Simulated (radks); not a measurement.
Species: Ni V. Configuration: [Ar] 3d5 4f1 (not the ground configuration).

All-electron calculation, scalar-relativistic Kohn-Sham, SCAN, spin-polarised, spherical densities, finite nucleus; open shells are filled with parallel spins first; meta-GGA in the generalised Kohn-Sham scheme; Fermi nuclear charge, rms radius 3.7757 fm. Program: a radial shooting solver on a logarithmic mesh with Libxc functionals.

Energy parts (eV):
| part | energy |
|---|---|
| total | -41217.586 |
| kinetic | 41798.625 |
| electron-nucleus | -97059.396 |
| Hartree | 15716.517 |
| exchange-correlation | -1673.332 |

Orbitals (lengths in bohr, moments of r in powers of bohr; <r^-3> diverges for s and p1/2):
| orbital | occ. | eigenvalue (eV) | <r^-3> | <r^4> | <r> | <1/r> |
|---|---|---|---|---|---|---|
| 1s up | 1 | -8320.431 | - | 0.00003997 | 0.05410 | 28.08 |
| 1s down | 1 | -8320.424 | - | 0.00003996 | 0.05410 | 28.08 |
| 2s up | 1 | -1077.900 | - | 0.008728 | 0.2448 | 6.079 |
| 2s down | 1 | -1072.789 | - | 0.008594 | 0.2440 | 6.100 |
| 2p up | 3 | -936.8000 | 622.8 | 0.006605 | 0.2156 | 5.950 |
| 2p down | 3 | -933.0157 | 627.0 | 0.006474 | 0.2147 | 5.969 |
| 3s up | 1 | -196.4337 | - | 0.5461 | 0.7171 | 1.979 |
| 3s down | 1 | -187.0498 | - | 0.5705 | 0.7236 | 1.955 |
| 3p up | 3 | -154.2826 | 87.11 | 0.6792 | 0.7405 | 1.851 |
| 3p down | 3 | -144.9698 | 83.95 | 0.7182 | 0.7493 | 1.825 |
| 3d up | 5 | -86.9479 | 9.417 | 1.161 | 0.7868 | 1.597 |
| 4f up | 1 | -18.9187 | 0.06488 | 260.5 | 3.420 | 0.3350 |

The highest occupied level is 4f up at -18.919 eV. The spin density at the nucleus is -1.773 e/bohr^3 (1s -0.047, 2s -5.852, 3s 4.126).

Empty levels of this run are not shown, since the potential may be unsettled where no density lies.
